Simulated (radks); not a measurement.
Results of a calculation; reference values are marked as such.
The sulfur anion S2-, [Ar], held by a Watson sphere: a shell of charge +1.82 at radius R that stands for the Madelung well of a crystal (potential energy -1.82/R inside, -1.82/r outside, in hartree with lengths in bohr). Level of theory: non-relativistic Kohn-Sham, LDA (Slater exchange, Perdew-Wang correlation), spin-polarised, spherical densities, point nucleus (a radial shooting solver on a logarithmic mesh with Libxc functionals). Response by self-consistent Sternheimer equations with the Hartree and adiabatic LDA kernel. The sphere does not respond.

R (bohr)  e(2p) (eV)  e(3s) (eV)  e(3p) (eV)  <r> 3p (bohr)  sum of <r^2> (bohr^2)  X-ray form factor at sin(theta)/lambda = 0.2 1/angstrom  alpha (bohr^3)
2.24         -151.87     -16.008      -6.455          2.159                  42.81                                                   11.353           29.67
2.84         -151.74     -14.642      -5.414          2.302                  48.23                                                   11.154           41.90
3.44         -151.42     -13.561      -4.447          2.426                  53.37                                                   11.067           59.30
3.46         -151.41     -13.529      -4.417          2.429                  53.54                                                   11.065           59.99
4.44         -150.71     -12.265      -3.151          2.596                  61.51                                                   11.037           104.0
